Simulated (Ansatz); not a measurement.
Ansatz (a first-principles code) input:

Ansatz 0.2 input:
```yaml
crystal:
  periodic: [false, false, false]
  atoms:
    - {symbol: C, position_ang: [-2.05016877, -0.62638110, -0.45214362]}
    - {symbol: S, position_ang: [-0.98992740, 0.21912918, 0.77359614]}
    - {symbol: Ge, position_ang: [1.00729725, 0.03468826, -0.20146973]}
    - {symbol: H, position_ang: [-1.94981972, -0.16789804, -1.43394659]}
    - {symbol: H, position_ang: [-1.80668532, -1.68528938, -0.50804379]}
    - {symbol: H, position_ang: [-3.07661045, -0.51618156, -0.10749669]}
    - {symbol: H, position_ang: [0.84269205, 0.43716932, -1.69876804]}
    - {symbol: H, position_ang: [1.89676233, 1.07439490, 0.53061024]}
basis:
  gaussian:
    orbitals: def2-TZVPD
hamiltonian:
  xc: {name: PBE-QIDH}
magnetization: {spin_polarized: true, initial_magnetization: 1}
correlation: {electrons: outside_noble_gas}
```

Question: Predict the final energy.

Answer: -2515.38511 Eh (PBE-QIDH/def2-TZVPD). The basis has 182 functions.

It need not be the lowest isomer of its formula.
